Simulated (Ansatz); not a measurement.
Consider the redistribution: `[BH2][GeH2][SiH3]` + `BB(N)O` → `BB(N)[SiH3]` + `[BH2][GeH2][OH]`.

Isolated molecules relaxed with PBE0-D4/def2-TZVP in Ansatz; ΔE leaves out vibrations. CCSD(T)/CBS adds triple-zeta CCSD(T) − MP2 to the extrapolated MP2 energy (def2 sets, frozen cores). DFT in def2-TZVPP. For Ge outer-core shells are correlated without core-valence functions, which leaves a few kJ/mol of doubt a bond. Scalar relativity is left out up to krypton. One conformer a species, not always the lowest.

```
             level  ΔE (eV)
       LDA (SPW92)     1.27
            B97M-V     1.12
        r2SCANh-D4     1.23
           ωB97X-V     1.18
              BLYP     1.16
   CCSD/def2-TZVPP     1.23
    MP2/def2-QZVPP     1.25
SCS-MP2/def2-QZVPP     1.20
```

**Question.** What does CCSD(T)/CBS give? (Estimate.)

**Answer.** Ansatz gave: +1.24 eV. The listed levels differ from it by 0.03, -0.12, -0.01, -0.06, -0.08, -0.01, 0.01, -0.04 eV.

Largest T1 diagnostic among the species: 0.014.

At CCSD(T), def2-SVP lies +0.08 eV from the extrapolated value and def2-TZVPP −0.02 eV. From BLYP to BHLYP (50 % exact exchange), in def2-TZVPP and without D4, ΔE moves by +0.08 eV.
